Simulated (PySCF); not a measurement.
Species: 2-tert-butylpyridine, C₉H₁₃N.
Cartesian coordinates in Å at the PBE0-D3(BJ)/def2-SVP level; atoms count from 1:
```
atom  x, y, z in Å
C1    -1.533    0.985   -1.291
C2    -1.319   -0.061   -0.188
C3    -1.858   -1.409   -0.663
C4    -2.074    0.365    1.079
C5     0.173   -0.161    0.127
C6     0.888    0.960    0.581
C7     2.243    0.837    0.859
C8     2.858   -0.401    0.678
C9     2.070   -1.454    0.225
N10    0.771   -1.339   -0.042
H11   -1.198    1.986   -0.981
H12   -2.602    1.055   -1.548
H13   -0.981    0.711   -2.204
H14   -1.716   -2.186    0.101
H15   -2.932   -1.322   -0.885
H16   -1.335   -1.750   -1.568
H17   -1.749    1.353    1.440
H18   -1.918   -0.360    1.893
H19   -3.155    0.422    0.877
H20    0.386    1.920    0.715
H21    2.815    1.698    1.213
H22    3.921   -0.547    0.883
H23    2.511   -2.445    0.069
```

Computed, not measured: PBE0-D3(BJ)/def2-SVP geometry optimisation, gas phase in PySCF.

Take the most abundant isotopes and a rigid rotor. 

Problem. What are A, B and C (MHz)?

Solution. Ia = 195.07, Ib = 510.66, Ic = 594.80 u·Å²; 505379 MHz·u·Å²/I gives A = 2591, B = 989.7, C = 849.7 MHz.

Problem. Classify the top.

Solution. An asymmetric top. Ray's parameter κ = (2B − A − C)/(A − C) = -0.839; −1 is the prolate and +1 the oblate limit.

Problem. Is it planar, by Δ = Ic − Ia − Ib?

Solution. Not planar: Δ = Ic − Ia − Ib = -110.92 u·Å². For a rigid frame Δ = −2 Σ m c², so Σ m c² = 55.46 u·Å² lies off the ab plane: 17.68 from hydrogen and 37.79 from heavier atoms. The atom farthest from that plane is 2.17 Å away.

Problem. Give the other two planar moments, Paa and Pbb, and the rms extents of the mass along the axes.

Solution. Paa = Σ m a² = (Ib + Ic − Ia)/2 = 455.19 and Pbb = Σ m b² = (Ia + Ic − Ib)/2 = 139.61 u·Å². With the mass M = 135.10 u, the rms extents √(P/M) along a, b and c are 1.84, 1.02, 0.64 Å.

Problem. List the rotational levels J(Ka,Kc) to J = 4 (MHz).

Solution. Above 0(0,0):
J = 1: 1(0,1) 1839, 1(1,1) 3440, 1(1,0) 3580
J = 2: 2(0,2) 5509, 2(1,2) 6979, 2(1,1) 7399, 2(2,1) 12202, 2(2,0) 12211
J = 3: 3(0,3) 10992, 3(1,3) 12282, 3(1,2) 13121, 3(2,2) 17720, 3(2,1) 17764, 3(3,1) 26081, 3(3,0) 26081
J = 4: 4(0,4) 18264, 4(1,4) 19342, 4(1,3) 20740, 4(2,3) 25071, 4(2,2) 25200, 4(3,2) 33455, 4(3,1) 33457, 4(4,1) 45137, 4(4,0) 45137
Those of J = 1 are B + C, A + C and A + B.

Problem. Which lines would a microwave search look for?

Solution. The dipole components are |μa| = 0.75 D, |μb| = 1.60 D, |μc| = 0.00 D; the mirror of this Cs structure is the ab plane, so μc vanishes by symmetry and there are no c-type lines. Intensities carry the squares of the components, which stand as 0.22 : 1.00 (a : b). Some lines, for components of 0.1 D or more:

```csv
type,branch,"J(Ka,Kc)",MHz,lower level (cm⁻¹)
a,Q,"3(1,2) ← 3(1,3)",840,0.410
b,R,"3(1,2) ← 2(2,1)",919,0.407
b,Q,"1(1,0) ← 1(0,1)",1741,0.061
a,R,"2(0,2) ← 1(0,1)",3670,0.061
a,R,"2(1,1) ← 1(1,0)",3819,0.119
b,R,"3(0,3) ← 2(1,2)",4013,0.233
b,Q,"3(2,2) ← 3(1,3)",5439,0.410
a,R,"3(0,3) ← 2(0,2)",5483,0.184
a,R,"3(1,2) ← 2(1,1)",5722,0.247
b,R,"3(1,3) ← 2(0,2)",6772,0.184
b,Q,"3(3,1) ← 3(2,2)",8361,0.591
```

No frequency check. These are rigid-rotor constants of the computed structure; measured ground-state constants (B0) also hold zero-point vibration. A rigid rotor knows nothing of internal rotation, which can split or shift real lines. Quadrupole hyperfine structure (14N) is left out.
